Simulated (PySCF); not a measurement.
Unknown compound

The spectra below were simulated for a compound C₇H₁₂NPSi.

¹H NMR (400 MHz, computed): δ 7.52 (m, 2H), 7.13 (t, 1H), 6.66 (d, 2H), 5.47 (m, 2H), 3.09 (s, 3H), 1.21 (m, 2H).

¹³C{¹H} NMR (computed): δ 155.1 (C), 134.5 (CH, 2C), 124.7 (CH), 123.6 (CH, 2C), 38.9 (CH3).

- PBE0/pcSseg-1 with gauge-including orbitals
- coordinates at the GFN2-xTB level
- code: PySCF
- non-relativistic Hamiltonian, one computed conformer, gas phase, rapidly exchanging positions averaged

Scale: TMS for ¹H (σ = 31.72 ppm) and ¹³C (σ = 186.93 ppm) (reference shieldings calculated alike).

Problem. What is the structure?

Solution. 
- 5 carbon signals for 7 carbons: some carbons are equivalent by symmetry or fast rotation.
- Carbon types of the structure: 1 × C, 5 × CH, 1 × CH3, leaving 4 H on heteroatoms.
- δC 155.1: aromatic carbon bearing nitrogen; an ipso carbon deshielded by its heteroatom.
- δC 134.5, 124.7, 123.6: aromatic CH.
- δC 38.9: methyl carbon bonded to N; pulled downfield by the heteroatom.
- δH 7.52, 7.13, 6.66: hydrogen on an aromatic CH.
- δH 5.47: hydrogen on a silicon bonded to N, P.
- δH 3.09: hydrogen on a methyl carbon bonded to N; its carbon carries N, which withdraws density.
- δH 1.21: hydrogen on a phosphorus bonded to Si.

The compound is `CN([SiH2]P)c1ccccc1`.

The data come from this structure; uniqueness wasn't tested.

Splittings by ³¹P in the carbon and heteronuclear signals aren't shown, as no couplings were computed. Shifts are as computed. Against solution values, carbons near 30 ppm lie about +3 ppm off and those near 130 ppm about +5 ppm. Of 1211 compounds with measured shifts, 218 miss one by over three times the rms of a fit or turn the order of signals round; such compounds aren't used in these exercises. No couplings were computed; multiplicities are counted from neighbouring protons, with m where these are inequivalent, close in shift, in a saturated or five-membered ring or joined by F or P, and br s for small geminal =CH2 splittings.
